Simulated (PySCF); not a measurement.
Delta-SCF ions had no search for a lower state. Excitations are Tamm–Dancoff values on a coarser integration grid. The basis has no diffuse functions, so Rydberg states are missing or too high.

**C₁₀H₇N₃, SMILES `C1=CC2=NC=CC3=NC=CC(=C1)N23` (charge 0, multiplicity 1)**

Method: ωB97X-D3(BJ)/def2-TZVP // B3LYP-D3(BJ)/def2-SVP in PySCF.

```yaml
HOMO: -7.08 eV
dipole_moment: 2.39 D
LUMO: -0.14 eV
HOMO–LUMO gap: 6.94 eV
S1 excitation (TDA): 2.17 eV
S1 oscillator strength: 0.002
brightest of the four lowest singlets (TDA): 4.39 eV
T1 excitation (TDA): 1.82 eV
S1–T1 gap (TDA): 0.35 eV
vertical ionisation energy (Delta-SCF): 6.80 eV
vertical electron affinity (Delta-SCF): 0.45 eV
total_energy: -549.9338 Ha
cost: very roughly 40 core-minutes
```

```xyz
20

C     -1.9688    -1.7958    -0.0527
C     -0.6743    -2.2627    -0.1119
C      0.4297    -1.3696    -0.0888
N      1.6718    -1.8411    -0.1469
C      2.6893    -0.9700    -0.1229
C      2.5294     0.3942    -0.0411
C      1.2223     0.9462     0.0231
N      1.0295     2.2521     0.1023
C     -0.2357     2.7137     0.1603
C     -1.3404     1.9041     0.1421
C     -1.1691     0.4888     0.0572
C     -2.2243    -0.4211     0.0320
N      0.1516     0.0161    -0.0029
H     -2.8030    -2.5012    -0.0719
H     -0.4253    -3.3202    -0.1784
H      3.6951    -1.4027    -0.1727
H      3.3628     1.0937    -0.0221
H     -0.3476     3.8016     0.2252
H     -2.3532     2.3024     0.1903
H     -3.2394    -0.0287     0.0798
```
Charge 0, spin multiplicity 1.
